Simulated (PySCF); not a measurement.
Compound: H12OSi5.
Numbering: `[SiH3:1][O:2][Si@@H:3]([SiH3:4])[SiH2:5][SiH3:6]` (hydrogens: H7, H8, H9 on Si1; H10 on Si3; H11, H12, H13 on Si4; H14, H15 on Si5; H16, H17, H18 on Si6)

Level of theory: PBE0-D3(BJ)/def2-SVP geometry optimisation, gas phase (PySCF 2.14.0).

(1) Give the optimised bond lengths and angles.

Results:

(1) 
| bond | length (Å) | order |
| --- | --- | --- |
| Si1–O2 | 1.662 | single |
| O2–Si3 | 1.675 | single |
| Si3–Si4 | 2.350 | single |
| Si3–Si5 | 2.352 | single |
| Si5–Si6 | 2.345 | single |
| Si1–H7, Si1–H8, Si1–H9 | 1.493 | single |
| Si3–H10 | 1.494 | single |
| Si4–H11, Si4–H12, Si4–H13 | 1.496 | single |
| Si5–H14 | 1.497 | single |
| Si5–H15 | 1.498 | single |
| Si6–H16, Si6–H17, Si6–H18 | 1.495 | single |

Bonds in one row agree within 0.01 Å and their mean is given. Orders are formal, as drawn. A selection of angles:
| angle | degrees |
| --- | --- |
| O2–Si1–H7 | 110.0 |
| O2–Si1–H8 | 108.4 |
| H7–Si1–H8 | 109.8 |
| Si1–O2–Si3 | 138.4 |
| O2–Si3–Si4 | 110.3 |
| O2–Si3–Si5 | 107.1 |
| O2–Si3–H10 | 107.7 |
| Si4–Si3–Si5 | 111.6 |
| Si4–Si3–H10 | 110.8 |
| Si5–Si3–H10 | 109.3 |
| Si3–Si4–H11 | 108.8 |
| Si3–Si4–H13 | 111.9 |
| H11–Si4–H12 | 108.7 |
| Si3–Si5–Si6 | 106.0 |
| Si3–Si5–H14 | 110.8 |
| Si3–Si5–H15 | 110.6 |
| Si6–Si5–H14 | 111.1 |
| Si6–Si5–H15 | 109.8 |
| H14–Si5–H15 | 108.5 |
| Si5–Si6–H16 | 111.8 |
| Si5–Si6–H17 | 109.3 |
| H16–Si6–H17 | 109.0 |

Torsions: Si1–O2–Si3–Si4 -49° (synclinal); O2–Si3–Si5–Si6 35° (synclinal).

Si3 (oxygen-bound silicon) is tetrahedral (angles from 107.1° to 111.6°). Of the pairs four or more bonds apart, Si1···Si6 is among the closest relative to their van der Waals radii: 4.36 Å, 104 % of the sum of Bondi's values. Si1 (oxygen-bound silicon) is tetrahedral (angles from 108.4° to 110.2°). Si5 (SiH2 silicon) is distorted tetrahedral (angles from 106.0° to 111.1°). Si4 (SiH3 silicon) is tetrahedral (angles from 108.6° to 111.9°). Si6 (SiH3 silicon) is tetrahedral (angles from 108.7° to 111.8°).

Point group: C1 (no symmetry element, even within 0.4 Å). No PBE0-D3(BJ)/def2-SVP frequencies stand behind this structure, so it isn't proved a minimum. One conformer, not necessarily the lowest.
